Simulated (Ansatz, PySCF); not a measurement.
Process, species as SMILES: FB(Cl)Cl → Cl[B]Cl + F atom (the B-F bond at the site shown breaks; other sites are not compared here)
Each molecule is optimised on its own at B3LYP-D3(BJ)/def2-TZVP (Ansatz, a quantum-chemistry and plane-wave program). Frequencies are from Ansatz or PySCF.

Property: bond dissociation energy (enthalpy at 298 K, with B3LYP-D3(BJ) rigid-rotor harmonic-oscillator terms), in kcal/mol. Correlated levels leave the core frozen unless marked. UHF or UKS for open shells. Spin-orbit coupling is left out. No relativistic terms. CBS(X,Y): correlation extrapolated as X^-3; Hartree-Fock from the larger set.

Level to compare with: CCSD(T)/CBS(cc-pV(T+d)Z,cc-pV(Q+d)Z) (Ansatz), 166.3 kcal/mol. It is a level with limits of its own, and the differences hold the functionals' basis error too.

**Question.** Rank these functionals by how close they come to CCSD(T)/CBS(cc-pV(T+d)Z,cc-pV(Q+d)Z), closest first: wB97M-V/def2-TZVPD (Ansatz); B97M-V/def2-TZVPD (Ansatz); r2SCAN/def2-TZVPD (Ansatz).

**Answer.** wB97M-V/def2-TZVPD (range-separated hybrid meta-GGA with VV10, 166.7 kcal/mol, difference 0.4), B97M-V/def2-TZVPD (meta-GGA with VV10, 164.3 kcal/mol, difference -2.0), r2SCAN/def2-TZVPD (meta-GGA, 160.7 kcal/mol, difference -5.6)
